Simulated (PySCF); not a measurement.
C2H6O3Si, SMILES C1OC[Si]1(O)O. Atoms are numbered in the order given.

```xyz
12

O     -1.2080     1.6105     0.0000
Si    -0.0354     0.4470     0.0000
O      1.4022     1.2846     0.0000
C     -0.1778    -1.0514     1.1431
O      0.1311    -1.8903     0.0000
C     -0.1778    -1.0514    -1.1431
H     -0.8958     2.5235     0.0000
H      2.2205     0.7749     0.0000
H      0.5454    -1.2335     1.9567
H     -1.1946    -1.2554     1.5365
H      0.5454    -1.2335    -1.9567
H     -1.1946    -1.2554    -1.5365
```
Charge 0, spin multiplicity 1.

Geometry optimised at r2SCAN-D4/def2-SVP. The structure was generated by enumeration, and PubChem lists no compound with its InChIKey, so it may never have been made. One conformer was computed; it need not be the lowest.

Method: SMD-PBE0/6-31G* in PySCF.

Solvation free energies are E(SMD) − E(gas) at the gas-phase geometry, for 1 M in both phases. In vacuum the dipole moment is 1.83 D.

**Question.** Estimate the solvation free energies in water, ethanol, diethylether. (Estimate from the structure and the level; the computed values follow.)

**Answer.** 
```
solvent       ΔG(solv) (kcal/mol)  its non-electrostatic (CDS) part  dipole (D)
------------  -------------------  --------------------------------  ----------
water                       -10.4                               3.4        2.28
ethanol                     -10.5                               1.8        2.26
diethylether                 -6.0                              -2.1        2.01
```
